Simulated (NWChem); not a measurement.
System: SiH₂I, doublet; SMILES [SiH2]I

The following NWChem deck was run.

```
start job
memory heap 200 mb stack 900 mb global 1100 mb
geometry units angstroms noautoz
  Si     0.084847     1.849800     0.000000
  I      0.010771    -0.591124     0.000000
  H     -0.598506     2.359100     1.229683
  H     -0.598506     2.359100    -1.229683
end
basis spherical
  * library def2-svp
end
ecp
  I library def2-ecp
end
dft
  odft
  mult 2
  xc b3lyp
  iterations 150
end
tddft
  cis
  nroots 8
end
task tddft energy
```

In the optimisation the excess spin sits in a' (Cs, its own frame). Coordinates come from a PBE0/def2-SVP, spin-unrestricted optimisation. No frequency run checked for a minimum. No stability test was run on the SCF state. def2 effective core potentials on I; no spin-orbit coupling.

Vertical excitations in the gas phase. Excited states of an open shell can be spin-contaminated.

Problem. What results follow from this input? (B3LYP/def2-SVP with def2 effective core potentials on I, spin-unrestricted, TDA.) Quantities: lowest excitation (eV); oscillator strength of that lowest state; lowest state with f > 0.02 (eV); oscillator strength of that bright state; lowest empty minus highest occupied level, either spin (eV).

Solution. 
```
Quantity                                                     Value
-----------------------------------------------------------  -----
lowest excitation (eV)                                        2.97
oscillator strength of that lowest state                     0.001
lowest state with f > 0.02 (eV)                               3.41
oscillator strength of that bright state                     0.022
lowest empty minus highest occupied level, either spin (eV)   2.77
```
